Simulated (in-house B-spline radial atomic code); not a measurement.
Results of a calculation; reference values are marked as such.
**Ga ion on O atom: potential, deflection and energy transfer**

The pair potential comes from two frozen, spherical free-atom densities (PBE, B-spline radial code, scalar-relativistic past argon): electrostatics plus the change in Thomas-Fermi kinetic and Dirac exchange energy where they overlap, the recipe behind the universal ZBL potential, which averages such potentials (from solid-state densities) over many pairs. It is written V = (Z1 Z2 e²/r) φ(r/a), with e² = 14.3996 eV·Å and a = 0.46850 Å/(Z1^0.23 + Z2^0.23); ZBL's fit is φ = 0.18175 e^(−3.1998x) + 0.50986 e^(−0.94229x) + 0.28022 e^(−0.4029x) + 0.02817 e^(−0.20162x). Where φ falls below 4e-4 it is continued as an exponential.

Masses 69.72 and 16.0 u.

| x = r/a | φ, this pair | φ, ZBL |
| --- | --- | --- |
| 0.1 | 0.893 | 0.8928 |
| 0.5 | 0.6275 | 0.6096 |
| 1.5 | 0.317 | 0.2995 |
| 3 | 0.1385 | 0.1292 |
| 5 | 0.05589 | 0.05224 |
| 8 | 0.01826 | 0.01705 |
| 12 | 0.004266 | 0.00474 |
| 17 | 0.0008637 | 0.001212 |

(1) At x = 6.5 the electrostatic, kinetic and exchange parts are -59.37, 231.28 and -29.55 eV. Find r, V and φ.

(2) The ion comes in at 155.8 keV with impact parameter 0.0614 Å. The scattering integral gives a centre-of-mass angle of 64.35° and a closest approach of 0.8076 a. What are the reduced energy, the energy passed on and the laboratory angles?

## Answers

(1) a = 0.46850/(2.2030 + 1.6133) = 0.12276 Å, so r = 0.79796 Å. V = -59.37 + 231.28 + (-29.55) = 142.36 eV. The bare repulsion is 31 × 8 × 14.3996/0.79796 = 4475.3 eV, so φ = 0.0318, +9.2 % against ZBL's 0.0291. The kinetic (Pauli) term is 162 % of V here, as the other two terms together attract.

(2) ε = E a M2/(Z1 Z2 e² (M1 + M2)) = 155800 × 6.4166e-06 = 1. The most that one collision can pass on is γE with γ = 4 M1 M2/(M1 + M2)² = 0.6073. Here T = γE sin²(θ/2) = 0.6073 × 155800 × 0.2836 = 26840 eV. The ion turns by arctan(sin θ/(cos θ + M1/M2)) = 10.7°, and the struck atom leaves at (180° − θ)/2 = 57.8°. The closest approach is 0.099 Å. With ZBL the angle would be 63.04° and T = 25860 eV.
